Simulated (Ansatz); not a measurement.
`B[Se]C`. The species carries charge 0 and has multiplicity 1.

Cartesian coordinates in Å:
```
B 0.6987 0.7828 -1.2996
Se 1.1576 0.1287 0.4069
C -0.5280 -0.6194 1.0428
H -0.4145 0.6690 -1.7124
H 1.5746 1.3031 -1.9176
H -1.2882 -0.4724 0.2792
H -0.8119 -0.1107 1.9622
H -0.3884 -1.6810 1.2384
```

**Question.** List the harmonic frequencies (cm⁻¹, unscaled) at PBE0-D4/def2-TZVP in Ansatz. (Estimate.)

**Answer.** Computed: 75, 240, 445, 612, 706, 747, 891, 927, 938, 1166, 1307, 1458, 1469, 2600, 2710, 3079, 3178, 3192.

**Question.** Is this a minimum?

**Answer.** Yes, all 18 modes are real.

**Question.** Give the ideal-gas thermochemistry at 298.15 K and 1 bar (rigid rotor, harmonic oscillator; point group Cs, symmetry number 1).

**Answer.** Zero-point energy 154.0 kJ/mol; H(298) − E = 169.4 kJ/mol; entropy 301.6 J/(mol·K), of which translation 167.1, rotation 100.5, vibration 33.9; G(298) − E = 79.5 kJ/mol. Modes under 100 cm⁻¹ are hindered rotations or soft bends, so the harmonic entropy is rough.
